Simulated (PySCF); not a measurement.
The multiplicity is imposed and other spin states were not computed.

Cartesian coordinates (Å):
```xyz
6

Ag     0.0020    -0.0020     0.0033
N      1.0268    -1.0322     1.6704
H      2.0136    -1.2030     1.4682
H      0.6074    -1.9408     1.8766
H      0.9936    -0.4900     2.5357
H     -0.7389     0.7429    -1.2022
```
Charge 0, multiplicity 1.

Problem. What charge on the central atom (Mulliken), dipole moment, LUMO, HOMO–LUMO gap, HOMO and total energy does TPSSh-D3(BJ)/def2-TZVP // r2SCAN-D4/def2-SVP (PySCF 2.14.0) give?

Solution. 
The charge on the central atom (Mulliken) comes out as -0.04 e, the dipole moment is 6.67 D and the LUMO is -0.80 eV. The HOMO–LUMO gap is 4.47 eV, the HOMO comes out as -5.28 eV and the total energy is -204.1270 Ha.
